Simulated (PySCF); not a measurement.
# Telling isomers of C$_{5}$H$_{4}$F$_{2}$ apart by NMR

PySCF 2.14 calculation with geometry: GFN2-xTB, spin–spin couplings from B3LYP/pcJ-1 (spin–dipole term left out of most H,H and C,H couplings) and NMR shieldings at PBE0/pcSseg-1/GIAO; no solvent, rapidly exchanging positions averaged, relativity neglected, a single conformation.

δ = σ(ref) − σ, references computed at the same level: $^{1}$H (σref 31.72) and $^{13}$C (σref 186.93) against TMS. Multiplet labels drop J under 1 Hz and among equivalent protons, and merge close values. Unscaled 3J(H,H) run several per cent high. One-bond C–F couplings are unscaled and too large by tens of Hz. Shifts are as computed. Against solution values, carbons near 30 ppm lie about +3 ppm off and those near 130 ppm about +5 ppm. Of 1211 compounds with measured shifts, 218 miss one by over three times the rms of a fit or turn the order of signals round; such compounds aren't used in these exercises.

(1) Tabulate the signals of `FC1=C(F)CC=C1`, `C/C(F)=C1C=C/1F` and their relative energies.

(2) What is the quickest way to tell FC1=C(F)CC=C1 from C/C(F)=C1C=C/1F?

Results:

(1) 
```json
{"SMILES": "FC1=C(F)CC=C1", "carbon types": "2×C 2×CH 1×CH2", "δC": "155.6, 150.5, 135.7, 126.1, 38.6", "δH": "6.58 (ddt, 1H), 5.97 (m, 1H), 3.18 (dt, 2H)", "E rel. (kcal/mol)": "0.0"}
{"SMILES": "C/C(F)=C1C=C/1F", "carbon types": "3×C 1×CH 1×CH3", "δC": "159.7, 135.9, 105.2, 100.7, 20.5", "δH": "6.19 (t, 1H), 2.15 (d, 3H)", "E rel. (kcal/mol)": "53.9"}
```

Energies are electronic energies at PBE0/pcSseg-1 on these geometries, without zero-point or thermal terms, each for the one conformer computed, which needn't be the lowest.

(2) Both give the same number of carbon signals, but DEPT or the intensities differ. The first has an allylic sp3 CH2 at 38.6 ppm, the second an allylic methyl carbon (CH3) at 20.5 ppm. Their most deshielded carbons lie at 155.6 and 159.7 ppm.
